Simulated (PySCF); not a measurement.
**Pr⁺: ionisation energy**

Pr⁺ [Xe] 4f3 6s1 (high-spin determinant) → Pr²⁺ [Xe] 4f3 (high-spin determinant), as a difference of total energies. All numbers are calculated (PySCF 2.14, the spin-free X2C one-electron Hamiltonian (Gaussian nucleus), in ANO-RCC-VTZP (8s7p5d3f2g1h, 104 functions)). Correlated levels: valence: [Kr] 4d10 frozen; valence and next inner shell: [Ar] 3d10 frozen. The calculations carry no spin-orbit coupling.

```json
{"method": "UHF", "ionisation energy (eV)": "9.884"}
{"method": "LDA", "ionisation energy (eV)": "11.060"}
{"method": "PBE", "ionisation energy (eV)": "10.864"}
{"method": "PBE0", "ionisation energy (eV)": "10.664"}
{"method": "r2SCAN", "ionisation energy (eV)": "10.583"}
{"method": "MP2 (valence)", "ionisation energy (eV)": "10.557"}
{"method": "SCS-MP2 (valence)", "ionisation energy (eV)": "10.387"}
{"method": "MP2 (valence and next inner shell)", "ionisation energy (eV)": "10.645"}
{"method": "SCS-MP2 (valence and next inner shell)", "ionisation energy (eV)": "10.466"}
```

**Question.** How much does correlation contribute at MP2 (valence and next inner shell)?

**Answer.** 10.645 − (9.884) = 0.761 eV, measured against UHF.

Errors of the correlated levels include the incompleteness of this basis and the frozen core.

The determinant of Pr²⁺ and of Pr⁺ mixes LS terms, which raises its energy above the lowest term, most at the Hartree-Fock and MP2 levels.

For comparison: 10.631 ± 0.02 eV (semi-empirical (NIST evaluation); NIST Atomic Spectra Database, ionization energies).
